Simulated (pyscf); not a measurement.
`[F][N][F]` [doublet] + `[F][Ge][F]` [singlet] → `[F][N][Ge]([F])([F])[F]` [doublet], an insertion (doublet surface; F–N broken, F–Ge, Ge–N formed). Optimised with ωB97X-D3(BJ)/def2-SVP in PySCF. Energies in kJ/mol from the separated reactants.

Small-basis levels: PySCF, no dispersion term, spherical d functions. Open shells are spin-unrestricted. 

| level | barrier | reaction energy |
|---|---|---|
| BP86/6-31G*+LANL2DZ | (withheld) | -196.6 |
| PBE/6-31G*+LANL2DZ | 46.9 | -199.1 |
| B3LYP/STO-3G | 52.7 | -150.4 |
| B3LYP/3-21G | -23.6 | -329.6 |
| B3LYP/LANL2DZ | 67.6 | -193.0 |
| B3LYP/6-31G*+LANL2DZ | (withheld) | -223.8 |
| M06-2X/6-31G*+LANL2DZ | 85.0 | -261.0 |
| ωB97M-D3(BJ)/def2-TZVP | (withheld) | -199.7 |

Task: What belongs in the gaps?

Result: 
- BP86/6-31G*+LANL2DZ, barrier: 52.8
- B3LYP/6-31G*+LANL2DZ, barrier: 73.7
- ωB97M-D3(BJ)/def2-TZVP, barrier: 112.0

Against the last row the barrier runs from -135.6 (B3LYP/3-21G) to -27.0 kJ/mol (M06-2X/6-31G*+LANL2DZ). At B3LYP/3-21G this geometry lies under one side, so the entry may be no barrier of that level: it is a single point on another level's saddle. ωB97M-D3(BJ)/def2-TZVP has limits of its own. One saddle was located; it need not be the lowest between these sides. An unrestricted DFT solution here is markedly spin-contaminated. In the def2 sets elements up to Kr have no core potential.
